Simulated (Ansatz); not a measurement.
Al6As7H20⁺, a cluster cut from zinc blende AlAs (hydrogen-capped). The state is a singlet with charge 1. Geometry PBE-D4/def2-SVP; atoms count from 1.

```xyz
33

As   -3.037    1.900    0.192
As    3.891    0.257    0.192
As    0.204    1.550   -1.854
As    0.492    1.053    1.933
As   -2.498   -1.599    1.623
As    0.906   -2.019   -0.410
As   -2.541   -1.120   -2.178
Al    2.948    1.793    1.984
Al   -0.592    2.554    0.315
Al   -3.843   -0.450   -0.142
Al    3.463   -2.168   -0.435
Al   -0.027   -0.901   -2.395
Al    0.023   -1.376    1.814
H    -3.800    2.804   -0.769
H    -3.687    2.378    1.483
H     5.399    0.336    0.411
H     3.873    1.051   -1.113
H    -0.311    2.367   -3.031
H     1.681    1.899   -1.985
H    -0.097    1.514    3.264
H    -3.167   -1.264    2.951
H    -2.883   -3.072    1.563
H     0.419   -3.452   -0.616
H    -3.250   -0.544   -3.398
H    -2.872   -2.587   -2.422
H     2.902    3.265    1.356
H     3.550    1.334    3.386
H    -0.441    4.131    0.414
H    -5.414   -0.673   -0.196
H     3.887   -2.374   -1.960
H     3.844   -3.057    0.833
H     0.458   -1.284   -3.858
H     0.520   -2.246    3.048
```

Single mean-field runs in def2-TZVP are fitted with def2-universal-jkfit.

Q: Estimate the Mulliken populations of the heavy atoms from the PBE0/def2-TZVP orbitals of Ansatz.

A: 
| atom | charge (e) |
| --- | --- |
| As1 | -0.27 |
| As2 | -0.30 |
| As3 | -0.27 |
| As4 | -0.37 |
| As5 | -0.25 |
| As6 | -0.37 |
| As7 | -0.27 |
| Al8 | 0.29 |
| Al9 | 0.37 |
| Al10 | 0.39 |
| Al11 | 0.29 |
| Al12 | 0.37 |
| Al13 | 0.35 |
Mulliken values depend strongly on the basis.

Q: And the Mayer bond orders between heavy atoms (over 0.3)?

A: As1–Al9 0.68 (2.53 Å); As1–Al10 0.73 (2.51 Å); As2–Al8 0.68 (2.54 Å); As2–Al11 0.67 (2.54 Å); As3–Al9 0.70 (2.52 Å); As3–Al12 0.71 (2.52 Å); As4–Al8 0.62 (2.57 Å); As4–Al9 0.85 (2.46 Å); As4–Al13 0.79 (2.48 Å); As5–Al10 0.76 (2.50 Å); As5–Al13 0.66 (2.54 Å); As6–Al11 0.62 (2.56 Å); As6–Al12 0.84 (2.46 Å); As6–Al13 0.80 (2.48 Å); As7–Al10 0.73 (2.51 Å); As7–Al12 0.68 (2.53 Å).
